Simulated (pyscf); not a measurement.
Structures and frequencies: ωB97X-D3(BJ)/def2-SVP in PySCF. MP2 and CC: frozen core, UHF for open shells. ΔMP2 is the change of the MP2 total energy from the triple- to the quadruple-zeta basis.

### Question
PBE/def2-TZVP puts the barrier of cyclic C₄H₇+ (SMILES [CH2+]C1CC1) → cyclic C₄H₇+ (SMILES C[C+]1CC1) (hydrogen shift; singlet surface; C–H broken, C–H formed) at 28.7 kcal/mol and the reaction energy at +11.9 kcal/mol, from the reactant's lowest minimum found. What do M06-2X/def2-TZVP, ωB97M-D3(BJ)/def2-TZVP, CCSD(T)/def2-TZVPP + ΔMP2(QZVPP) give on the same structures?

### Answer
M06-2X: ΔE‡ = 31.3 kcal/mol, ΔE = +15.1 kcal/mol; ωB97M-D3(BJ): ΔE‡ = 31.1 kcal/mol, ΔE = +13.8 kcal/mol; CCSD(T): ΔE‡ = 32.9 kcal/mol, ΔE = +18.2 kcal/mol. PBE's barrier lies under all of them, by 2.4 to 4.2 kcal/mol. Its reaction energy lies under all of them, by 2.0 to 6.3 kcal/mol. cyclic C₄H₇+ (SMILES [CH2+]C1CC1) lies 10.3 kcal/mol over its isomer H₂C⁺–CH=CH–CH₃, and others may lie lower still (electronic energy, ωB97M-D3(BJ)). cyclic C₄H₇+ (SMILES C[C+]1CC1) lies 24.1 kcal/mol over its isomer H₂C⁺–CH=CH–CH₃, and others may lie lower still (electronic energy, ωB97M-D3(BJ)). This is the saddle that the search found; another between the same sides may lie lower. The CCSD(T) − MP2 part came from Ansatz, without density fitting, on the same reference.
